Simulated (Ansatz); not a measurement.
Reaction (ligand exchange at the Si–F bond): `F[SiH](F)O[SiH3]` + H₂Se → `F[SiH]([SeH])O[SiH3]` + H–F

Isolated molecules relaxed with PBE0-D4/def2-TZVP in Ansatz; ΔE leaves out vibrations. CCSD(T)/CBS adds triple-zeta CCSD(T) − MP2 to the extrapolated MP2 energy (def2 sets, frozen cores). This one scheme is used for every species. Functionals use def2-TZVPP. For Se outer-core shells are correlated without core-valence functions, which leaves a few kJ/mol of doubt a bond. Scalar relativity is left out up to krypton. Each species was taken in one conformer, which may not be the lowest.

CCSD(T)/CBS gives +0.98 eV.

(1) Another level gave +0.87 eV. Which?
A. r2SCAN-D4/def2-TZVPP
B. PBE/def2-TZVPP
C. PBE-D4/def2-TZVPP
D. MP2/def2-TZVPP

(2) What do rigid-rotor, harmonic-oscillator terms from PBE0-D4/def2-TZVP frequencies (298.15 K, 1 bar) make of the CCSD(T)/CBS value? (Best estimate.)

Largest T1 diagnostic among the species: 0.012.

Results:

(1) C. PBE-D4 0.87, PBE 0.94, r2SCAN-D4 1.04, MP2/def2-TZVPP 0.99 eV.

(2) Computed: ΔZPE = +0.03 eV, ΔH = +1.03 eV, ΔS = -16 J/(mol·K), ΔG = +1.08 eV. Modes under 50 cm⁻¹ make the entropy rough.

From PBE to PBE0 (25 % exact exchange), in def2-TZVPP and without D4, ΔE moves by +0.03 eV. In def2-TZVPP, CCSD(T) changes the Hartree–Fock value by −0.28 eV (the triples alone add −0.05 eV) and MP2 by −0.34 eV.
